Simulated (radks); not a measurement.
Species: Gd VI. Configuration: [Kr] 4d10 4f6 5s2 5p5 (the NIST ground configuration). All-electron calculation, scalar-relativistic Kohn-Sham, exchange-only LDA, spin-polarised, spherical densities, point nucleus; open shells are filled with parallel spins first (spin-orbit coupling, left out, can overturn this in heavy ions). Program: a radial shooting solver on a logarithmic mesh with Libxc functionals.

Normalised radial functions P(r) = r R(r), r in bohr:

```
   r/bohr * 4d up, o 4d down, + 5s down (the largest magnitude, 1.26, reaches the edge; | marks zero, & curves that meet)
 0.001195                             &+
 0.001827                             & +
 0.002791                             & +
 0.004265                             &  +
 0.006517                             &  +
  0.01004                             &   +
  0.01534                             &  +
  0.02344                             |&
  0.03582                          +  |  &
  0.05473                       +     |     &
  0.08363                         +   |           &
   0.1278                             |   +            &
   0.1953                             |       +    &
   0.2984                       &  +  |
    0.456  &              +           |
   0.7023  &                          |   +
    1.073                 o*          |                     +
     1.64                           & |               +
    2.506                             &   +
    3.829                             &
    5.851                             &
```

4d up: eigenvalue -210.93 eV, 1 radial node at r = 0.267 bohr, <r> = 0.632 bohr, 90 % of the charge inside 0.948 bohr. 4d down: eigenvalue -204.79 eV, 1 radial node at r = 0.267 bohr, <r> = 0.633 bohr, 90 % of the charge inside 0.950 bohr. 5s down: eigenvalue -102.52 eV, 4 radial nodes at r = 0.0267, 0.106, 0.276, 0.652 bohr, <r> = 1.29 bohr, 90 % of the charge inside 1.84 bohr.
